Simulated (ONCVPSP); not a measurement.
## tellurium, ONCV: configuration errors across variants

tellurium (Te), optimised norm-conserving Vanderbilt (ONCV), made with ONCVPSP 4.0.1 (PBE, fully relativistic). Core [Kr], reference 4d10 5s2 5p4. Waves: 5s: rc 1.85 bohr, ncon 3, nbas 6, qcut 3.2 1/bohr, 2 projectors, debl 2.5 Ha; 5p: rc 2.15 bohr, ncon 3, nbas 7, qcut 4.1 1/bohr, 2 projectors, debl 0.8 Ha; 4d: rc 0.85 bohr, ncon 4, nbas 7, qcut 10.2 1/bohr, local. Local part: the d channel. Core correction: none.

Open shells are filled in proportion to 2j + 1.

All-electron excitation energies from the reference (eV): (1) 4d10 5s2 5p3 9.750; (2) 4d10 5s2 5p2 27.699; (3) 4d10 5s2 5p1 54.627; (4) 4d9 5s2 5p4 49.216.

3 further variants failed, have other tests or another functional or relativity, and are left out.

A true bound ghost makes a file unfit for plane-wave use even where its test errors are small: the radial tests pick states by their node count and pass the ghost by.

The file “base” misses its own reference levels by 0.9 eV. The file “d: rc 1.16” misses its own reference levels by 0.9 eV. The file “all radii scaled by about 1.11 (s 2.04, p 2.38, d 0.94 bohr)” misses its own reference levels by 0.9 eV. The file “core correction Teter function, fcfact 2, rcfact 1.55” misses its own reference levels by 0.9 eV.

Errors AE − PS in meV (a dash: test not solved or not reliable):

| change | (1) | (2) | (3) | (4) | bound ghosts | GHOST(+) flags above zero |
| --- | --- | --- | --- | --- | --- | --- |
| base | +0.2 | +0.2 | +3.7 | -223 | s, p3/2, p1/2 | s |
| d: rc 1.16 | +0.1 | 0.0 | +3.3 | – | s, p3/2, p1/2 | none |
| d: nproj 1; local potential polynomial inside 0.55 bohr (lpopt 5, dvloc0 4 Ha) | +0.1 | -0.7 | +0.6 | -204 | s, p3/2, p1/2 | p3/2 |
| all radii scaled by about 1.11 (s 2.04, p 2.38, d 0.94 bohr) | -0.6 | -4.5 | -13 | -180 | s, p3/2, p1/2 | none |
| core correction Teter function, fcfact 2, rcfact 1.55 | +0.2 | -0.4 | 0.0 | -263 | s, p3/2, p1/2 | s |

Problem. Give the same row for: d: qcut 15.7.

Solution. +0.2, +0.3, +3.8, -217; bound ghosts: s, p3/2, p1/2; GHOST(+) flags above zero: s.
